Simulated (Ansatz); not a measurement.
CH5NOSi can be A, `O=CN[SiH3]`, or B, `CO[Si]N`.

Computed with Ansatz on PBE0-D4/def2-TZVP structures; ΔE is electronic, products minus reactants. CBS: MP2 limit from def2 TZ/QZ plus the TZ coupled-cluster correction, frozen cores. Functionals use def2-TZVPP. Each species was taken in one conformer, which may not be the lowest.

(1) Which isomer does CCSD(T)/CBS put lower? Give the gap. (Best estimate.)

(2) Give E(B) − E(A) in kcal/mol with ωB97M-V, B2PLYP, MP2/def2-TZVPP, CCSD/def2-TZVPP, PBE-D4, CCSD(T)/def2-TZVPP, HF/def2-TZVPP. (An estimate is asked.)

(3) Does the order hold for the free energy at 298.15 K (harmonic terms from PBE0-D4)? (An estimate is asked.)

Largest T1 diagnostic: 0.015.

Answers

(1) Ansatz gave: B, by 10.6 kcal/mol.

(2) The calculation gave: ωB97M-V -11.3, B2PLYP -8.5, MP2/def2-TZVPP -8.5, CCSD/def2-TZVPP -10.1, PBE-D4 -7.4, CCSD(T)/def2-TZVPP -9.4, HF/def2-TZVPP -5.0. None reverses the order clearly.

(3) Ansatz gave: Yes: G(B) − G(A) = -6.5 kcal/mol, for one conformer each.

At CCSD(T), def2-SVP lies +8.9 kcal/mol from the extrapolated value and def2-TZVPP +1.1 kcal/mol. In def2-TZVPP, CCSD(T) changes the Hartree–Fock value by −4.5 kcal/mol (the triples alone add +0.6 kcal/mol) and MP2 by −3.5 kcal/mol.
